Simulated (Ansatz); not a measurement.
Ansatz results at the PBE0-D4/def2-TZVP geometry: HOMO–LUMO gap (PBE/def2-TZVPP) 3.81 eV; LUMO energy (B3LYP/def2-TZVPP) -1.33 eV; size of the dipole moment (PBE/def2-TZVPP) 3.69 D.

Each molecule was computed in one conformer, which needn't be the lowest.

Task: Which molecule gave them?
A. `N#Cc1ccncc1`
B. `COc1ccc(C(=O)O)cc1`
C. `BrC1CCCC1`
D. `[Cl][Y]`

Result: B. The others give `BrC1CCCC1`: 5.56, -0.12, 2.34; `[Cl][Y]`: 1.06, -2.32, 2.25; `N#Cc1ccncc1`: 3.46, -2.38, 2.04.

B3LYP here is the variant with VWN-RPA as its local correlation; programs differ in this.
